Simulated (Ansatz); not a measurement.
Correlation energies of `C=NB(F)[SiH3]` by basis set

```xyz
10

C    -0.813   -2.064   -0.033
N     0.040   -1.164    0.006
B     0.901   -0.104    0.045
F     2.226   -0.317    0.112
Si    0.156    1.783    0.001
H    -1.254   -2.477    0.881
H    -1.160   -2.486   -0.982
H     0.688    2.532   -1.172
H     0.544    2.529    1.230
H    -1.330    1.767   -0.088
```

Total charge 0; spin multiplicity 1. The structure was optimised at the PBE0-D4/def2-TZVP level. It is one conformer, not always the lowest. Frozen core, restricted reference, Ansatz. CBS rows extrapolate triple and quadruple zeta; past MP2 they add the triple-zeta difference.

```tsv
basis	HF (Eh)	MP2 corr.	CCSD corr.	(T)	CCSD(T) total
def2-TZVPP	-508.43596	-0.82564	?	-0.03400	?
def2-QZVPP	?	-0.88950	–	–	–
CBS(def2)	?	?	-0.97713	as TZ	?
```

Task: Fill in the withheld values. (Best estimate.)

Result: Ansatz gave: def2-TZVPP CCSD corr.: -0.86596; def2-TZVPP CCSD(T) total: -509.33592; def2-QZVPP HF (Eh): -508.45467; CBS(def2) HF (Eh): -508.45724; CBS(def2) MP2 corr.: -0.93681; CBS(def2) CCSD(T) total: -509.46837.
